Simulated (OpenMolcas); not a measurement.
**Ti3+: moving the ligands**

Ti3+ with its 6 nearest fluoride ions at 2.049 Å, on the Y site of Cs2NaYF6 (a = 9.075 Å, distance in the model lattice 2.178 Å). The rest of the host is ab initio model potentials to 7.6 Å, with orthogonalisation functions on the cations behind the ligands, and point charges beyond; the distance is set by hand and nothing relaxes. Ligand basis ANO-RCC-VDZP.
```
Ti    0.0000    0.0000    0.0000
F     2.0490    0.0000    0.0000
F     0.0000    2.0490    0.0000
F    -2.0490    0.0000    0.0000
F     0.0000   -2.0490    0.0000
F     0.0000    0.0000    2.0490
F     0.0000    0.0000   -2.0490
```

```json
{"Program": "OpenMolcas", "Method": "SS-CASPT2, IPEA 0.25 Eh, imaginary shift 0.1 Eh (closed shells correlated: 3s 3p and the ligand valence shells)", "Basis": "ANO-RCC-VTZP [6s5p3d2f1g]", "Scalar Hamiltonian": "DKH2, point nucleus", "Active space": "1 electron in 5 orbitals (3d)", "State averaging": "2S+1 = 2 even, 5 roots", "Spin-orbit coupling": "state interaction with AMFI integrals over the reference wave functions"}
```

Runs around this geometry, states (labels of O, the rotations of Oh). Energies in cm-1 above the lowest state or level, χT in cm3 K/mol; under a threefold ground state the first gap can be a small split of the lowest multiplet, not the spin-orbit step; 10Dq is the gap between the two states.

```tsv
R (Å)	Ground state	First state of that spin	10Dq	First gap with spin-orbit (degeneracies)	χT at 300 K
1.98	2T2	2E 17490	17494	220 (4, 2)	0.446
2.049	2T2	2E 14860	14862	220 (4, 2)	0.449
2.178	2T2	2E 11420	11415	220 (4, 2)	0.453
```

Taking |10Dq| as R^-n, n = -ln(11415 / 17494) / ln(2.178 / 1.98) = 4.5 between the shortest and longest distance. The point-charge formula for a cubic d site gives n = 5.

Roots that are degenerate in the reference are averaged as groups; the widest CASPT2 spread within a group is 150 cm-1 (the 3-fold group of multiplicity 2 near 0 cm-1 above the lowest state of its run, R = 1.98). Shifts and gaps below about the spread of the groups concerned are not significant. Over all roots computed the reference weight is 0.73 in R = 1.98, 0.73 in R = 2.049, 0.73 in R = 2.178; a low but even weight reflects the number of correlated electrons. An orbital triplet at a regular site is open to Jahn-Teller coupling, which can distort the site and quench the lowest spin-orbit gaps and is left out. Ligand-to-metal charge-transfer states are missing. With one d shell and no ligand orbital active, 10Dq can be off by a tenth or more. Free-ion shares, where given, are those of the reference states; single-state CASPT2 does not remix them (holds for R = 2.178). No measured value stands beside these numbers; the geometry was set by hand and not optimised.
